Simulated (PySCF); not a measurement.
Species: C5H8OS.
Numbering: `[CH2:1]=[CH:2][CH2:3][O:4][C:5]([CH3:6])=[S:7]` (hydrogens: H8, H9 on C1; H10 on C2; H11, H12 on C3; H13, H14, H15 on C6)

The same species was optimised twice, with GFN2-xTB and with PBE0-D3(BJ)/def2-SVP (PySCF), and the same property calculations (PySCF, gas phase) were run on both structures.

```tsv
coordinate	GFN2-xTB	PBE0-D3(BJ)/def2-SVP	change
C1=C2 (Å)	1.319	1.332	+0.013
C5=S7 (Å)	1.631	1.637	+0.006
C2–C3 (Å)	1.494	1.489	-0.005
O4–C5 (Å)	1.322	1.325	+0.003
C5–C6 (Å)	1.494	1.496	+0.002
C3–O4 (Å)	1.424	1.425	+0.001
O4–C5–C6 (°)	113.0	110.2	-2.8
C6–C5–S7 (°)	123.0	124.9	+1.9
C3–O4–C5 (°)	118.3	119.4	+1.1
O4–C5–S7 (°)	124.0	124.9	+0.9
C2–C3–O4 (°)	108.7	108.2	-0.5
C1–C2–C3 (°)	123.9	124.1	+0.2
C1–C2–C3–O4 (°)	136	130	-6
C2–C3–O4–C5 (°)	177	177	0
C3–O4–C5–C6 (°)	180	-179	+1
```

Rotational constants: A = 4681, B = 1101, C = 918.8 MHz (GFN2-xTB) against A = 4579, B = 1097, C = 915.5 MHz (PBE0-D3(BJ)/def2-SVP). Point groups within 0.08 Å: C1 and C1.

On the GFN2-xTB structure: lowest singlet, TDDFT (eV) 3.42 [PBE0/def2-SVPD]; lowest triplet, Tamm–Dancoff (eV) 3.02 [PBE0/def2-SVPD]; isotropic polarisability (au) 88.5 [PBE0/def2-SVPD]; HOMO (eV) -6.51 [PBE0/def2-SVPD]; LUMO (eV) -1.33 [PBE0/def2-SVPD]; dipole (D) 2.37 [PBE0/def2-SVPD]; HOMO (eV) -6.47 [PBE0/pcSseg-1]; LUMO (eV) -1.21 [PBE0/pcSseg-1]; dipole (D) 2.33 [PBE0/pcSseg-1]; GIAO shielding of C1 (ppm) 62.4 [PBE0/pcSseg-1]; GIAO shielding of C2 (ppm) 44.3 [PBE0/pcSseg-1]; GIAO shielding of C3 (ppm) 107.7 [PBE0/pcSseg-1]; GIAO shielding of O4 (ppm) 47.4 [PBE0/pcSseg-1]; GIAO shielding of C5 (ppm) -42.2 [PBE0/pcSseg-1]; GIAO shielding of C6 (ppm) 151.0 [PBE0/pcSseg-1]; GIAO shielding of S7 (ppm) 44.4 [PBE0/pcSseg-1].

Problem. What do these properties become on the PBE0-D3(BJ)/def2-SVP structure?

Solution. 
| property | level | on GFN2-xTB | on PBE0-D3(BJ)/def2-SVP | change |
| --- | --- | --- | --- | --- |
| lowest singlet, TDDFT (eV) | PBE0/def2-SVPD | 3.42 | 3.43 | +0.01 |
| lowest triplet, Tamm–Dancoff (eV) | PBE0/def2-SVPD | 3.02 | 3.04 | +0.02 |
| isotropic polarisability (au) | PBE0/def2-SVPD | 88.5 | 90.0 | +1.5 |
| HOMO (eV) | PBE0/def2-SVPD | -6.51 | -6.56 | -0.05 |
| LUMO (eV) | PBE0/def2-SVPD | -1.33 | -1.36 | -0.03 |
| dipole (D) | PBE0/def2-SVPD | 2.37 | 2.47 | +0.10 |
| energy, GFN2-xTB geometry as zero (kcal/mol) | PBE0/def2-SVPD | 0.0 | -1.1 | -1.1 |
| HOMO (eV) | PBE0/pcSseg-1 | -6.47 | -6.52 | -0.05 |
| LUMO (eV) | PBE0/pcSseg-1 | -1.21 | -1.24 | -0.03 |
| dipole (D) | PBE0/pcSseg-1 | 2.33 | 2.43 | +0.10 |
| energy, GFN2-xTB geometry as zero (kcal/mol) | PBE0/pcSseg-1 | 0.0 | -0.9 | -0.9 |
| GIAO shielding of C1 (ppm) | PBE0/pcSseg-1 | 62.4 | 57.0 | -5.4 |
| GIAO shielding of C2 (ppm) | PBE0/pcSseg-1 | 44.3 | 42.2 | -2.1 |
| GIAO shielding of C3 (ppm) | PBE0/pcSseg-1 | 107.7 | 108.8 | +1.1 |
| GIAO shielding of O4 (ppm) | PBE0/pcSseg-1 | 47.4 | 44.1 | -3.3 |
| GIAO shielding of C5 (ppm) | PBE0/pcSseg-1 | -42.2 | -42.4 | -0.2 |
| GIAO shielding of C6 (ppm) | PBE0/pcSseg-1 | 151.0 | 149.3 | -1.7 |
| GIAO shielding of S7 (ppm) | PBE0/pcSseg-1 | 44.4 | 60.4 | +16.0 |

The heavy atoms differ by 0.050 Å rms after alignment. Among bonds between heavy atoms C1=C2 changes most (+0.013 Å). Changes are differences of the printed values. Neither structure is proved a minimum here.

The values belong to the conformer `[CH2:1]=[CH:2][CH2:3][O:4][C:5]([CH3:6])=[S:7]`: C1–C2–C3–O4 130°, C2–C3–O4–C5 177°, C3–O4–C5–C6 -179°.
